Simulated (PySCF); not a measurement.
# CaP⁻: input and log

State: ³Π (triplet), unpaired electrons σ ↑, π ↑.

An equivalent input (the run itself took its basis sets from the Basis Set Exchange, started from a PBE0 density and held the occupation σ 11α 10β, πx 4α 3β, πy 4α 4β):

```python
from pyscf import gto, dft
mol = gto.M(atom='Ca 0 0 0; P 0 0 2.628', basis={'Ca': 'aug-pcseg-1', 'P': 'aug-pcseg-1'},
            charge=-1, spin=2, verbose=4, symmetry='C2v')
mf = dft.UKS(mol, xc='PBE0')
mf.grids.atom_grid = (80, 434)
mf.grids.prune = dft.gen_grid.treutler_prune
mf.irrep_nelec = {'A1': (11, 10), 'B1': (4, 3), 'B2': (4, 4)}
mf.conv_tol = 1e-9
mf.max_cycle = 60
mf.diis_space = 10
mf.kernel()
```

The log (some set-up lines and the per-cycle HOMO/LUMO lines removed):

```
******** <class 'pyscf.dft.uks_symm.SymAdaptedUKS'> ********
method = SymAdaptedUKS
damping factor = 0
level_shift factor = 0
DIIS = <class 'pyscf.scf.diis.CDIIS'>
diis_start_cycle = 1
diis_space = 10
diis_damp = 0
SCF conv_tol = 1e-09
SCF conv_tol_grad = None
SCF max_cycles = 60
number electrons alpha = 19  beta = 17
Set gradient conv threshold to 3.16228e-05
init E= -1018.51252657437
cycle= 1 E= -1018.50962622472  delta_E= 0.0029  |g|= 0.00576  |ddm|= 0.0662
cycle= 2 E= -1018.50965191305  delta_E= -2.57e-05  |g|= 0.00442  |ddm|= 0.0488
cycle= 3 E= -1018.50966569485  delta_E= -1.38e-05  |g|= 0.00352  |ddm|= 0.017
cycle= 4 E= -1018.50967884252  delta_E= -1.31e-05  |g|= 0.000778  |ddm|= 0.00668
cycle= 5 E= -1018.50968119582  delta_E= -2.35e-06  |g|= 0.000439  |ddm|= 0.00606
cycle= 6 E= -1018.50968194296  delta_E= -7.47e-07  |g|= 0.000184  |ddm|= 0.0031
cycle= 7 E= -1018.50968212002  delta_E= -1.77e-07  |g|= 9.39e-05  |ddm|= 0.00191
cycle= 8 E= -1018.50968215384  delta_E= -3.38e-08  |g|= 2.34e-05  |ddm|= 0.000814
cycle= 9 E= -1018.50968215698  delta_E= -3.14e-09  |g|= 4.79e-06  |ddm|= 0.00031
cycle= 10 E= -1018.50968215718  delta_E= -2.06e-10  |g|= 2.3e-06  |ddm|= 7.53e-05
Extra cycle  E= -1018.50968215718  delta_E= -1.14e-12  |g|= 3.76e-06  |ddm|= 1.58e-05
converged SCF energy = -1018.50968215718  <S^2> = 2.0139271  2S+1 = 3.0092704
```

Repeating this along the bond gives Re = 2.622 Å and ωe = 313 cm⁻¹.

A point of this curve took 1.1 CPU seconds beside 0.19 for the integrals, on AMD EPYC 7R13 (shared host).

The state was picked by a PBE0 search and need not be the measured ground state.
